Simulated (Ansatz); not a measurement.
Isolated molecules relaxed with PBE0-D4/def2-TZVP in Ansatz; ΔE leaves out vibrations. CCSD(T)/CBS adds triple-zeta CCSD(T) − MP2 to the extrapolated MP2 energy (def2 sets, frozen cores). This one scheme is used for every species. DFT in def2-TZVPP. def2 core potentials past Kr. For In outer-core shells are correlated without core-valence functions, which leaves a few kJ/mol of doubt a bond. One conformer a species, not always the lowest.

Reaction (ligand exchange at the In–F bond): `[OH][In]([F])[SH]` + CH₃OH → `C[O][In]([OH])[SH]` + H–F

`[OH][In]([F])[SH]`:

Z-matrix (Å, degrees):
```
In
F 1 1.952
S 1 2.344 2 118.1
O 1 1.963 2 112.4 3 180.0
H 3 1.346 1 91.4 2 -0.1
H 4 0.962 1 110.9 2 0.1
```

CH₃OH:

Z-matrix (Å, degrees):
```
C
O 1 1.409
H 1 1.097 2 112.4
H 1 1.090 2 107.0 3 -118.5
H 1 1.097 2 112.4 3 123.0
H 2 0.959 1 108.5 3 -61.6
```

`C[O][In]([OH])[SH]`:

Z-matrix (Å, degrees):
```
C
O 1 1.409
H 1 1.095 2 108.5
H 1 1.097 2 113.5 3 119.8
H 1 1.097 2 111.3 3 -118.5
In 2 1.970 1 121.7 3 -151.3
S 6 2.362 2 119.9 1 -176.1
O 6 1.978 2 113.7 1 5.0
H 7 1.345 6 91.9 2 0.9
H 8 0.960 6 113.4 2 178.3
```

H–F:

Cartesian coordinates in Å:
```
F 0.329 -0.259 -0.190
H -0.329 0.259 0.190
```

**Question.** Is it downhill or uphill in electronic energy at CCSD(T)/CBS, and by how much? (Best estimate.)

**Answer.** Ansatz gave: Uphill: ΔE = +33.0 kJ/mol.

**Question.** What do these levels give: PBE-D4, PBE, PBE0, HF/def2-QZVPP, MP2/def2-QZVPP, SCS-MP2/def2-QZVPP? (Estimate.)

**Answer.** Computed: PBE-D4 41.3, PBE 45.7, PBE0 45.2, HF/def2-QZVPP 55.4, MP2/def2-QZVPP 29.5, SCS-MP2/def2-QZVPP 34.9 kJ/mol.

Largest T1 diagnostic among the species: 0.016.

In def2-TZVPP, CCSD(T) changes the Hartree–Fock value by −21.5 kJ/mol (the triples alone add −3.1 kJ/mol) and MP2 by −25.3 kJ/mol. The D4 term adds −6.9 kJ/mol with B3LYP and −4.0 kJ/mol with PBE0; it sums over pairs of atoms, weighted by their polarisabilities, and B3LYP, whose exchange is more repulsive, gets the larger term.

B3LYP here is the variant with VWN-RPA as its local correlation; programs differ in this.
